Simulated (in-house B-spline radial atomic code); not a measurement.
Results of a calculation; reference values are marked as such.
## C6 from the polarisability at imaginary frequency: C4+

RPBE linear response of the closed shell 1s2, from an all-electron radial atomic-structure program (B-spline basis); scalar-relativistic (spin-free one-electron X2C), finite nucleus, no spin-orbit coupling.

The dispersion coefficient of two like species is C6 = (3/π) ∫ α(iu)² du from 0 to ∞.

| u (hartree) | α(iu) (bohr³) |
| --- | --- |
| 0 | 0.009244 |
| 0.335 | 0.009237 |
| 0.783 | 0.009207 |
| 1.34 | 0.009137 |
| 2.24 | 0.008953 |
| 3.35 | 0.00862 |
| 5.03 | 0.00796 |
| 7.83 | 0.006687 |
| 11.2 | 0.005255 |
| 16.8 | 0.003514 |
| 28 | 0.001766 |
| 55.9 | 0.0005563 |

Fit one oscillator, α(iu) = α(0)/(1 + u²/ω²), through u = 7.83 and estimate C6.

From α(0)/α(iu) − 1 = 0.009244/0.006687 − 1 = 0.3824, ω = u/√0.3824 = 12.6623 hartree (344.6 eV). London's formula gives C6 = (3/4) α(0)² ω = 0.75 × 0.009244² × 12.6623 = 0.0008115 hartree·bohr⁶, and the oscillator holds f = α(0) ω² = 1.48 electrons, of a sum of oscillator strengths of 2.0.

How does that compare with the full integral?

The program's quadrature over all excitations gives C6 = 0.0008364, so the single oscillator is off by -3.0 %. At the last point the fit gives α = 0.000451 against 0.000556: higher excitations, and deeper shells where there are any, keep the true curve higher at large u.
